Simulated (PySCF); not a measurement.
CH6ClFOSi2, SMILES F[Si@H]([C@H](O)[SiH3])Cl.

The structure is a stationary point at B3LYP-D3(BJ)/def2-SVP. The structure was generated by enumeration; whether it is a known compound was not checked. Other conformers were not sampled.

Two levels are set side by side: PBE/def2-TZVP (PySCF) and M06-2X/def2-TZVP (PySCF). Same geometry, gas phase. Differences are taken from unrounded values.

```
quantity                       PBE
---------------------------  -----
orbital gap (eV)              5.16
highest occupied level (eV)  -6.27
lowest empty level (eV)      -1.11
dipole moment (D)             1.60
mean polarisability (bohr³)   81.3
```

**Question.** These are the PBE values. What does M06-2X give? (The exact figures need the calculation; the answer reports its results.)

**Answer.** 
| quantity | M06-2X | PBE minus M06-2X |
|---|---|---|
| orbital gap (eV) | 9.69 | -4.53 |
| highest occupied level (eV) | -9.10 | 2.83 |
| lowest empty level (eV) | 0.59 | -1.70 |
| dipole moment (D) | 2.09 | -0.48 |
| mean polarisability (bohr³) | 76.5 | 4.9 |

Without exact exchange PBE keeps part of each electron's self-repulsion, which lifts occupied levels and narrows the gap. PBE's more diffuse valence density responds more strongly to a field. Differences between two approximate levels are no errors against the true value.

Rough cost on one machine, each run with all the roots and properties that it gave: M06-2X against PBE about 3 times.
